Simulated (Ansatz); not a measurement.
Ansatz (a quantum-chemistry and plane-wave program) input (B3LYP-D3(BJ)/def2-TZVP):

Ansatz 0.2 input:
```yaml
crystal:
  periodic: [false, false, false]
  atoms:
    - {symbol: C, position_ang: [1.58435178, -1.06342661, -0.83563525]}
    - {symbol: C, position_ang: [0.86420597, -0.22815173, 0.17196335]}
    - {symbol: C, position_ang: [1.68422006, 0.70210177, 1.00488254]}
    - {symbol: C, position_ang: [-0.61878987, 0.04178093, -0.00650249]}
    - {symbol: C, position_ang: [-1.36283582, -1.21535707, -0.48563152]}
    - {symbol: C, position_ang: [-0.80635674, 1.15525097, -1.06442814]}
    - {symbol: C, position_ang: [-1.26547002, 0.50593126, 1.30876715]}
    - {symbol: H, position_ang: [1.10040918, -2.02631511, -1.00883085]}
    - {symbol: H, position_ang: [1.64390382, -0.56800946, -1.81857188]}
    - {symbol: H, position_ang: [2.61074461, -1.25784108, -0.52120477]}
    - {symbol: H, position_ang: [1.26365490, 0.85963603, 1.99969877]}
    - {symbol: H, position_ang: [1.77223963, 1.70078435, 0.54658713]}
    - {symbol: H, position_ang: [2.70025058, 0.32449672, 1.12834156]}
    - {symbol: H, position_ang: [-2.43355125, -1.01302271, -0.55377064]}
    - {symbol: H, position_ang: [-1.02637958, -1.53686193, -1.47145842]}
    - {symbol: H, position_ang: [-1.21897131, -2.04465825, 0.21010096]}
    - {symbol: H, position_ang: [-0.38792934, 0.85760966, -2.02744335]}
    - {symbol: H, position_ang: [-1.86812778, 1.36859880, -1.21147068]}
    - {symbol: H, position_ang: [-0.31875575, 2.08050007, -0.75261165]}
    - {symbol: H, position_ang: [-2.34001442, 0.64057472, 1.17006202]}
    - {symbol: H, position_ang: [-0.85701016, 1.45734751, 1.64992768]}
    - {symbol: H, position_ang: [-1.11641541, -0.23161641, 2.10015031]}
basis:
  gaussian:
    orbitals: def2-TZVP
hamiltonian:
  xc: b3lyp
  dispersion: d3bj
magnetization: {spin_polarized: true, initial_magnetization: 1}
phonons: {temperatures: {t_min: 298.15, t_max: 298.15, t_step: 100}}
```

Output:

```
Functional definition: B3LYP
integrals: 0.33 GiB planned
1920 factors; their error is unknown
0.43 GiB of the device are held for the grids
2.17 GiB of device memory are held for the factors and their scratch space
mean field: 2.83 GiB planned
mean field evaluation 1: about -7485.0513 eV, gradient 6.7e1 eV
mean field evaluation 2: about -7466.5913 eV, gradient 8.7e1 eV
mean field evaluation 4: about -7505.8483 eV, gradient 5.6e0 eV
mean field evaluation 8: about -7505.9792 eV, gradient 8.5e-2 eV
mean field evaluation 16: about -7505.9297 eV, gradient 6.6e-4 eV
mean field -7505.92969199 eV, -275.8378284787 hartree, gradient 3.2e-5 eV, S^2 0.754167; 0 other end points of the search recorded, 0 dependent functions left out
the calculation of the forces begins
reference -7505.93003449 eV, -275.8378410653 hartree; 29, 28 occupied and 278, 279 virtual orbitals, 1920 factors
these checks for a lower state are left out or cut short: stability, starts, cluster_reference, orbital_swaps, neighbouring_geometries, increment
integrals: 0.33 GiB planned
1920 factors; their error is unknown
0.43 GiB of the device are held for the grids
2.17 GiB of device memory are held for the factors and their scratch space
mean field: 2.83 GiB planned
mean field -7505.92960984 eV, -275.8378254599 hartree, gradient 3.4e-6 eV, S^2 0.754168; 0 other end points of the search recorded, 0 dependent functions left out
the calculation of the forces begins
reference -7505.92995230 eV, -275.8378380450 hartree; 29, 28 occupied and 278, 279 virtual orbitals, 1920 factors
these checks for a lower state are left out or cut short: stability, starts, cluster_reference, orbital_swaps, neighbouring_geometries, increment
integrals: 0.33 GiB planned
1920 factors; their error is unknown
0.43 GiB of the device are held for the grids
2.17 GiB of device memory are held for the factors and their scratch space
mean field: 2.83 GiB planned
mean field evaluation 32: about -7505.9295 eV, gradient 7.0e-4 eV
mean field -7505.92943953 eV, -275.8378192012 hartree, gradient 3.3e-6 eV, S^2 0.754165; 0 other end points of the search recorded, 0 dependent functions left out
the calculation of the forces begins
reference -7505.92978207 eV, -275.8378317891 hartree; 29, 28 occupied and 278, 279 virtual orbitals, 1920 factors
these checks for a lower state are left out or cut short: stability, starts, cluster_reference, orbital_swaps, neighbouring_geometries, increment
integrals: 0.33 GiB planned
1920 factors; their error is unknown
0.43 GiB of the device are held for the grids
2.17 GiB of device memory are held for the factors and their scratch space
mean field: 2.83 GiB planned
mean field -7505.92948018 eV, -275.8378206950 hartree, gradient 3.4e-6 eV, S^2 0.754161; 0 other end points of the search recorded, 0 dependent functions left out
the calculation of the forces begins
reference -7505.92982271 eV, -275.8378332826 hartree; 29, 28 occupied and 278, 279 virtual orbitals, 1920 factors
these checks for a lower state are left out or cut short: stability, starts, cluster_reference, orbital_swaps, neighbouring_geometries, increment
integrals: 0.33 GiB planned
1920 factors; their error is unknown
0.43 GiB of the device are held for the grids
2.17 GiB of device memory are held for the factors and their scratch space
mean field: 2.83 GiB planned
mean field -7505.92959434 eV, -275.8378248900 hartree, gradient 3.4e-6 eV, S^2 0.754173; 0 other end points of the search recorded, 0 dependent functions left out
[...]
mean field: 2.82 GiB planned
mean field evaluation 448: about -7505.9810 eV, gradient 5.5e-1 eV
mean field -7505.92965296 eV, -275.8378270444 hartree, gradient 3.4e-6 eV, S^2 0.754167; 0 other end points of the search recorded, 0 dependent functions left out
the calculation of the forces begins
reference -7505.92999546 eV, -275.8378396312 hartree; 29, 28 occupied and 278, 279 virtual orbitals, 1920 factors
these checks for a lower state are left out or cut short: stability, starts, cluster_reference, orbital_swaps, neighbouring_geometries, increment
integrals: 0.33 GiB planned
1920 factors; their error is unknown
0.43 GiB of the device are held for the grids
2.17 GiB of device memory are held for the factors and their scratch space
mean field: 2.82 GiB planned
mean field -7505.92967613 eV, -275.8378278959 hartree, gradient 3.4e-6 eV, S^2 0.754166; 0 other end points of the search recorded, 0 dependent functions left out
the calculation of the forces begins
reference -7505.93001862 eV, -275.8378404822 hartree; 29, 28 occupied and 278, 279 virtual orbitals, 1920 factors
these checks for a lower state are left out or cut short: stability, starts, cluster_reference, orbital_swaps, neighbouring_geometries, increment
integrals: 0.33 GiB planned
1920 factors; their error is unknown
0.43 GiB of the device are held for the grids
2.17 GiB of device memory are held for the factors and their scratch space
mean field: 2.82 GiB planned
mean field -7505.92970276 eV, -275.8378288745 hartree, gradient 3.4e-6 eV, S^2 0.754166; 0 other end points of the search recorded, 0 dependent functions left out
the calculation of the forces begins
reference -7505.93004526 eV, -275.8378414612 hartree; 29, 28 occupied and 278, 279 virtual orbitals, 1920 factors
these checks for a lower state are left out or cut short: stability, starts, cluster_reference, orbital_swaps, neighbouring_geometries, increment
integrals: 0.33 GiB planned
1920 factors; their error is unknown
0.43 GiB of the device are held for the grids
2.17 GiB of device memory are held for the factors and their scratch space
mean field: 2.82 GiB planned
mean field -7505.92963704 eV, -275.8378264592 hartree, gradient 3.4e-6 eV, S^2 0.754167; 0 other end points of the search recorded, 0 dependent functions left out
the calculation of the forces begins
reference -7505.92997953 eV, -275.8378390457 hartree; 29, 28 occupied and 278, 279 virtual orbitals, 1920 factors
these checks for a lower state are left out or cut short: stability, starts, cluster_reference, orbital_swaps, neighbouring_geometries, increment
integrals: 0.33 GiB planned
1920 factors; their error is unknown
0.43 GiB of the device are held for the grids
2.17 GiB of device memory are held for the factors and their scratch space
mean field: 2.83 GiB planned
mean field evaluation 480: about -7505.9296 eV, gradient 7.8e-3 eV
mean field -7505.92955865 eV, -275.8378235786 hartree, gradient 3.4e-6 eV, S^2 0.754167; 0 other end points of the search recorded, 0 dependent functions left out
the calculation of the forces begins
reference -7505.92990113 eV, -275.8378361645 hartree; 29, 28 occupied and 278, 279 virtual orbitals, 1920 factors
these checks for a lower state are left out or cut short: stability, starts, cluster_reference, orbital_swaps, neighbouring_geometries, increment
integrals: 0.33 GiB planned
1920 factors; their error is unknown
0.43 GiB of the device are held for the grids
2.17 GiB of device memory are held for the factors and their scratch space
mean field: 2.82 GiB planned
mean field -7505.92966153 eV, -275.8378273595 hartree, gradient 3.3e-6 eV, S^2 0.754167; 0 other end points of the search recorded, 0 dependent functions left out
the calculation of the forces begins
reference -7505.93000405 eV, -275.8378399466 hartree; 29, 28 occupied and 278, 279 virtual orbitals, 1920 factors
these checks for a lower state are left out or cut short: stability, starts, cluster_reference, orbital_swaps, neighbouring_geometries, increment
integrals: 0.33 GiB planned
1920 factors; their error is unknown
0.43 GiB of the device are held for the grids
2.17 GiB of device memory are held for the factors and their scratch space
mean field: 2.83 GiB planned
mean field -7505.92971985 eV, -275.8378295025 hartree, gradient 3.4e-6 eV, S^2 0.754166; 0 other end points of the search recorded, 0 dependent functions left out
the calculation of the forces begins
reference -7505.93006235 eV, -275.8378420894 hartree; 29, 28 occupied and 278, 279 virtual orbitals, 1920 factors
these checks for a lower state are left out or cut short: stability, starts, cluster_reference, orbital_swaps, neighbouring_geometries, increment
integrals: 0.33 GiB planned
1920 factors; their error is unknown
0.43 GiB of the device are held for the grids
2.17 GiB of device memory are held for the factors and their scratch space
mean field: 2.83 GiB planned
mean field -7505.92962538 eV, -275.8378260307 hartree, gradient 3.3e-6 eV, S^2 0.754167; 0 other end points of the search recorded, 0 dependent functions left out
the calculation of the forces begins
reference -7505.92996786 eV, -275.8378386169 hartree; 29, 28 occupied and 278, 279 virtual orbitals, 1920 factors
these checks for a lower state are left out or cut short: stability, starts, cluster_reference, orbital_swaps, neighbouring_geometries, increment
integrals: 0.33 GiB planned
1920 factors; their error is unknown
0.43 GiB of the device are held for the grids
2.17 GiB of device memory are held for the factors and their scratch space
mean field: 2.83 GiB planned
mean field evaluation 512: about -7505.9296 eV, gradient 3.4e-6 eV
mean field -7505.92961769 eV, -275.8378257483 hartree, gradient 3.4e-6 eV, S^2 0.754167; 0 other end points of the search recorded, 0 dependent functions left out
the calculation of the forces begins
reference -7505.92996017 eV, -275.8378383342 hartree; 29, 28 occupied and 278, 279 virtual orbitals, 1920 factors
these checks for a lower state are left out or cut short: stability, starts, cluster_reference, orbital_swaps, neighbouring_geometries, increment
integrals: 0.33 GiB planned
1920 factors; their error is unknown
0.43 GiB of the device are held for the grids
2.17 GiB of device memory are held for the factors and their scratch space
mean field: 2.83 GiB planned
mean field -7505.92965586 eV, -275.8378271512 hartree, gradient 3.4e-6 eV, S^2 0.754167; 0 other end points of the search recorded, 0 dependent functions left out
the calculation of the forces begins
reference -7505.92999838 eV, -275.8378397384 hartree; 29, 28 occupied and 278, 279 virtual orbitals, 1920 factors
Total energy: -7506.84765697 eV, -275.8715630694 hartree
Atom 0 at     1.584352    -1.063427    -0.835635 Å, force     0.000198     0.000268     0.000665 eV/Å
Atom 1 at     0.864206    -0.228152     0.171963 Å, force    -0.000803     0.000648    -0.000578 eV/Å
Atom 2 at     1.684220     0.702102     1.004883 Å, force     0.000146    -0.000662    -0.000305 eV/Å
Atom 3 at    -0.618790     0.041781    -0.006502 Å, force    -0.002304     0.001459    -0.001274 eV/Å
Atom 4 at    -1.362836    -1.215357    -0.485632 Å, force     0.000519    -0.000703    -0.000034 eV/Å
Atom 5 at    -0.806357     1.155251    -1.064428 Å, force     0.000920    -0.000753     0.000672 eV/Å
Atom 6 at    -1.265470     0.505931     1.308767 Å, force     0.000557    -0.000024     0.000673 eV/Å
Atom 7 at     1.100409    -2.026315    -1.008831 Å, force     0.000144     0.000094    -0.000117 eV/Å
Atom 8 at     1.643904    -0.568009    -1.818572 Å, force    -0.000179    -0.000330    -0.000349 eV/Å
Atom 9 at     2.610745    -1.257841    -0.521205 Å, force     0.000004     0.000152    -0.000184 eV/Å
Atom 10 at     1.263655     0.859636     1.999699 Å, force     0.000145     0.000113    -0.000097 eV/Å
Atom 11 at     1.772240     1.700784     0.546587 Å, force    -0.000141     0.000343     0.000354 eV/Å
Atom 12 at     2.700251     0.324497     1.128342 Å, force     0.000006     0.000190    -0.000145 eV/Å
Atom 13 at    -2.433551    -1.013023    -0.553771 Å, force     0.000002     0.000224    -0.000022 eV/Å
Atom 14 at    -1.026380    -1.536862    -1.471458 Å, force    -0.000229    -0.000409    -0.000114 eV/Å
Atom 15 at    -1.218971    -2.044658     0.210101 Å, force     0.000102     0.000084     0.000135 eV/Å
Atom 16 at    -0.387929     0.857610    -2.027443 Å, force     0.000599    -0.000507     0.000165 eV/Å
Atom 17 at    -1.868128     1.368599    -1.211471 Å, force    -0.000181     0.000030    -0.000019 eV/Å
Atom 18 at    -0.318756     2.080500    -0.752612 Å, force     0.000615    -0.000219     0.000465 eV/Å
Atom 19 at    -2.340014     0.640575     1.170062 Å, force    -0.000009     0.000031    -0.000222 eV/Å
Atom 20 at    -0.857010     1.457348     1.649928 Å, force    -0.000200     0.000109     0.000425 eV/Å
Atom 21 at    -1.116415    -0.231616     2.100150 Å, force     0.000089    -0.000136    -0.000095 eV/Å
Dipole moment:     0.011009     0.029128    -0.028539 e Å
Vibrations: 39.53 76.90 100.89 204.24 218.04 275.20 286.51 311.46 343.50 355.29 392.85 451.84 467.15 473.42 667.05 819.48 917.52 936.93 940.14 952.08 960.57 997.60 1022.95 1043.26 1067.54 1194.10 1201.35 1213.02 1288.40 1309.47 1390.06 1395.08 1400.31 1415.87 1428.83 1469.15 1477.43 1482.06 1486.91 1489.90 1491.84 1497.27 1506.07 1510.86 1524.11 2930.07 2935.38 3023.66 3028.48 3034.92 3051.07 3053.44 3082.86 3086.21 3089.75 3093.70 3095.40 3095.80 3104.33 3105.34 cm⁻¹, zero-point energy 5.474177 eV
```

It need not be the lowest isomer of its formula.
